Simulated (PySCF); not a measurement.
prop-2-enoxyboronic acid (C3H7BO3), SMILES O(CC=C)B(O)O.

Coordinates come from a B3LYP-D3(BJ)/def2-SVP optimisation. Other conformers were not sampled.

Two levels are set side by side: PBE/def2-TZVP (PySCF) and r2SCAN/def2-TZVP (PySCF). Same geometry, gas phase. Differences are taken from unrounded values.

```csv
quantity,PBE
orbital gap (eV),5.45
highest occupied level (eV),-6.50
lowest empty level (eV),-1.05
dipole moment (D),0.13
mean polarisability (bohr³),63.7
```

Q: These are the PBE values. What does r2SCAN give? (Estimate from the structure and the level; the computed values follow.)

A: 
```tsv
quantity	r2SCAN	PBE minus r2SCAN
orbital gap (eV)	5.92	-0.46
highest occupied level (eV)	-6.72	0.21
lowest empty level (eV)	-0.80	-0.25
dipole moment (D)	0.14	-0.01
mean polarisability (bohr³)	62.0	1.7
```

Rough cost on one machine, each run with all the roots and properties that it gave: r2SCAN against PBE about 4 times.
